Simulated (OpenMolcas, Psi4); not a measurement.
**OpenMolcas → Psi4**

OpenMolcas 26.06 runs this on GaF (SMILES [F][Ga]):

coord.xyz:
```
2

F      0.000000     0.000000     0.006300
Ga     0.000000     0.000000     1.792850
```

test.inp:
```
>>> EXPORT MOLCAS_PRINT=2

&GATEWAY
  BASLIB=$CurrDir
  COORD=coord.xyz
  BASIS=3-21G
  GROUP=NoSym

&SEWARD

&SCF
  THRESHOLDS=1e-10 1e-07 1e-07 1e-05
  PRORBITALS=1 2

&ALASKA
```

```bash
$ export MOLCAS_MEM=1860
$ pymolcas test.inp > test.log
```

(Basis files named in the input come from the Basis Set Exchange and aren't shown.)

The shape is that of a PBE0-D4/def2-TZVP optimisation.

The shape is far from stationary at this level.

It gives a total energy of -2012.791402 Eh.

Problem. Write the same calculation for Psi4 1.11 , asking for the energy.

Solution. This input was run:

input.json:
```json
{
 "schema_name": "qcschema_input",
 "schema_version": 1,
 "molecule": {
  "schema_name": "qcschema_molecule",
  "schema_version": 2,
  "symbols": ["F", "Ga"],
  "geometry": [0.0, 0.0, 0.01190527, 0.0, 0.0, 3.38799548],
  "molecular_charge": 0,
  "molecular_multiplicity": 1,
  "fix_symmetry": "c1",
  "fix_com": true,
  "fix_orientation": true
 },
 "driver": "energy",
 "model": {
  "method": "hf",
  "basis": "3-21G"
 },
 "keywords": {
  "reference": "rhf",
  "puream": true,
  "e_convergence": 1e-09,
  "d_convergence": 1e-08,
  "scf_type": "pk",
  "scf_properties": ["MAYER_INDICES", "WIBERG_LOWDIN_INDICES", "LOWDIN_CHARGES"]
 }
}
```

```bash
$ psi4 --qcschema input.json -n 1 --memory 2200MB
```

Its energy is -2012.791399 Eh, 0.003 mEh from the first.
